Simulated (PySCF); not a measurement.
C8H6FN.
Bonds: N1–C2 (triple), C2–C3, C3–C4, C4–C5 (aromatic), C5–C6 (aromatic), C6–C7 (aromatic), C7–F8, C7–C9 (aromatic), C9–C10 (aromatic), C4–C10 (aromatic). Hydrogens: H11, H12 on C3; H13 on C5; H14 on C6; H15 on C9; H16 on C10.

All values: wB97X-D/def2-SVPD (PySCF, non-relativistic), on one gas-phase PBE0-D3(BJ)/def2-SVP geometry that isn't relaxed in the solvent. The solvent is an IEF-PCM continuum (Bondi radii, 1.10 Å for H, scaled by 1.2), and excitations are vertical TDDFT with non-equilibrium linear response and a frozen core. The model holds no explicit solvent molecules, cavitation or dispersion.

Gas-phase singlets (H = HOMO, L = LUMO):

```tsv
state	E (eV)	λ (nm)	f	leading configurations
S1	5.348	232	0.011	H→L 70%, H-1→L+1 28%
S2	6.107	203	0.022	H→L+1 62%, H-1→L 37%
S3	7.003	177	0.731	H-1→L 59%, H→L+1 36%
S4	7.022	177	0.437	H-1→L+1 67%, H→L 28%
S5	7.399	168	0.025	H→L+2 83%, H→L+4 8%
```

Question: How does the list change in chloroform (ε = 4.711)?

Answer: 
```json
{"state": "S1", "E (eV)": "5.361", "λ (nm)": "231", "f": "0.014", "leading configurations": "H→L 69%, H-1→L+1 28%", "change by rank (eV)": "+0.013"}
{"state": "S2", "E (eV)": "6.085", "λ (nm)": "204", "f": "0.026", "leading configurations": "H→L+1 62%, H-1→L 36%", "change by rank (eV)": "-0.022"}
{"state": "S3", "E (eV)": "6.821", "λ (nm)": "182", "f": "0.897", "leading configurations": "H-1→L 60%, H→L+1 36%", "change by rank (eV)": "-0.182"}
{"state": "S4", "E (eV)": "6.831", "λ (nm)": "182", "f": "0.575", "leading configurations": "H-1→L+1 67%, H→L 28%", "change by rank (eV)": "-0.191"}
{"state": "S5", "E (eV)": "7.372", "λ (nm)": "168", "f": "0.011", "leading configurations": "H→L+2 80%, H→L+5 11%", "change by rank (eV)": "-0.027"}
```

Question: Give the list for methanol (ε = 32.61), n² = 1.77.

Answer: 
| state | E (eV) | λ (nm) | f | leading configurations | change by rank (eV) |
| --- | --- | --- | --- | --- | --- |
| S1 | 5.374 | 231 | 0.012 | H→L 68%, H-1→L+1 29% | +0.026 |
| S2 | 6.098 | 203 | 0.026 | H→L+1 61%, H-1→L 37% | -0.009 |
| S3 | 6.863 | 181 | 0.862 | H-1→L 60%, H→L+1 36% | -0.140 |
| S4 | 6.874 | 180 | 0.543 | H-1→L+1 66%, H→L 30% | -0.148 |
| S5 | 7.357 | 169 | 0.013 | H→L+2 79%, H→L+5 12% | -0.042 |

Question: How do the frontier levels move from gas to methanol?

Answer: 
| orbital | gas (eV) | solvent (eV) | change (eV) |
| --- | --- | --- | --- |
| LUMO+2 | 1.95 | 2.27 | +0.32 |
| LUMO+1 | 0.93 | 1.19 | +0.26 |
| LUMO | 0.69 | 1.00 | +0.31 |
| HOMO | -9.33 | -9.09 | +0.24 |
| HOMO-1 | -9.85 | -9.55 | +0.30 |
| HOMO-2 | -11.45 | -11.55 | -0.10 |
| HOMO-3 | -11.48 | -11.64 | -0.16 |

The HOMO–LUMO gap goes from 10.01 to 10.09 eV. Rows go by rank; for LUMO+2 the atom shares or the degeneracy differ between the runs, so the row needn't follow one orbital.

The values belong to the conformer `[N:1]#[C:2][CH2:3][c:4]1[cH:5][cH:6][c:7]([F:8])[cH:9][cH:10]1`: C2–C3–C4–C5 90°.
